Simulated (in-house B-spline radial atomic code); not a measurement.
The numbers below are computed, except where a source is named.
Stopping of slow ions oscillates with Z: K to Ni at r_s = 2.4

A nucleus sits in a uniform electron gas with a rigid positive background. The Kohn-Sham equations are solved self-consistently in the spin-unpolarised LDA (PW92), non-relativistic, on B-splines with outgoing waves at the boundary and partial waves to l = 8. The model has no lattice, no bands and no magnetic solution. Atomic units; δ_l are the phase shifts at the Fermi level, counted so that each bound state adds π, and good to about 0.0005.

The density parameter is r_s = 2.4 bohr, near that of the valence electrons of In (3 per atom, density 7.31 g/cm³, mass 114.82 u, which gives r_s = 2.41). The friction coefficient Q = n k_F σ_tr gives dE/dx = Q v for slow ions.

```json
{"ion": "K", "δ0/π": "2.710", "δ1/π": "1.889", "δ2/π": "0.215", "δ3/π": "0.006", "σ_tr (bohr²)": "56.22", "Q (a.u.)": "0.7764"}
{"ion": "Ca", "δ0/π": "2.768", "δ1/π": "1.935", "δ2/π": "0.282", "δ3/π": "0.003", "σ_tr (bohr²)": "70.60", "Q (a.u.)": "0.9750"}
{"ion": "Sc", "δ0/π": "2.810", "δ1/π": "1.964", "δ2/π": "0.360", "δ3/π": "-0.000", "σ_tr (bohr²)": "87.89", "Q (a.u.)": "1.2137"}
{"ion": "Ti", "δ0/π": "2.843", "δ1/π": "1.982", "δ2/π": "0.446", "δ3/π": "-0.002", "σ_tr (bohr²)": "99.74", "Q (a.u.)": "1.3773"}
{"ion": "V", "δ0/π": "2.870", "δ1/π": "1.995", "δ2/π": "0.534", "δ3/π": "-0.003", "σ_tr (bohr²)": "99.82", "Q (a.u.)": "1.3784"}
{"ion": "Cr", "δ0/π": "2.894", "δ1/π": "2.007", "δ2/π": "0.622", "δ3/π": "-0.003", "σ_tr (bohr²)": "86.91", "Q (a.u.)": "1.2002"}
{"ion": "Mn", "δ0/π": "2.918", "δ1/π": "2.018", "δ2/π": "0.710", "δ3/π": "-0.003", "σ_tr (bohr²)": "64.87", "Q (a.u.)": "0.8959"}
{"ion": "Fe", "δ0/π": "2.944", "δ1/π": "2.032", "δ2/π": "0.794", "δ3/π": "-0.002", "σ_tr (bohr²)": "40.68", "Q (a.u.)": "0.5617"}
{"ion": "Co", "δ0/π": "2.977", "δ1/π": "2.053", "δ2/π": "0.872", "δ3/π": "0.000", "σ_tr (bohr²)": "21.48", "Q (a.u.)": "0.2966"}
{"ion": "Ni", "δ0/π": "3.023", "δ1/π": "2.088", "δ2/π": "0.938", "δ3/π": "0.002", "σ_tr (bohr²)": "11.36", "Q (a.u.)": "0.1569"}
```

(1) Where are the largest and smallest frictions, and what do the phase shifts say there?

(2) At equal speed, Lindhard and Scharff's formula, with silicon as an example target, scales as Z^(7/6)/(Z^(2/3) + 14^(2/3))^(3/2). How does its rise from the first ion to the last compare?

Answers

(1) Largest: V, Q = 1.3784; smallest: Ni, Q = 0.1569, a ratio of 8.8. For the largest δ2/π = 0.53: the d resonance is about half filled and sits at the Fermi level, where it scatters most. For the smallest, which lies at the edge of the table, the differences δ_l − δ_(l+1), measured from the nearest multiple of π, are 0.07π, 0.15π, 0.06π; σ_tr grows with the sines of these.

(2) It rises smoothly by 0.8374/0.6676 = 1.25, while Q changes by 0.157/0.776 = 0.20. The statistical formula averages over shells, so it can't show the oscillation.
